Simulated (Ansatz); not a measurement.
BH3 (SMILES B) moved off its minimum; all values from Ansatz (an electronic-structure program), cores frozen in correlated methods.
(charge 0, multiplicity 1)
```xyz
4

B      0.0053     0.0078    -0.0094
H     -1.1407    -0.1381    -0.2522
H      0.4214    -0.5654     0.9794
H      0.7205     0.6914    -0.6959
```

Forces at r2SCAN/def2-TZVPP (eV/Å):

| atom | Fx | Fy | Fz |
|---|---|---|---|
| B1 | 0.443 | -0.179 | 0.490 |
| H2 | -0.249 | 0.068 | -0.213 |
| H3 | -0.002 | 0.320 | -0.478 |
| H4 | -0.192 | -0.208 | 0.202 |

**Question.** Give the forces (eV/Å), the total energy and the dipole at CCSD(T)/aug-cc-pVTZ.

**Answer.** 
```tsv
atom	Fx	Fy	Fz
B1	0.439	-0.187	0.499
H2	-0.254	0.071	-0.221
H3	0.005	0.320	-0.476
H4	-0.189	-0.205	0.198
```
Energy -26.5384 hartree, dipole 0.05 D.
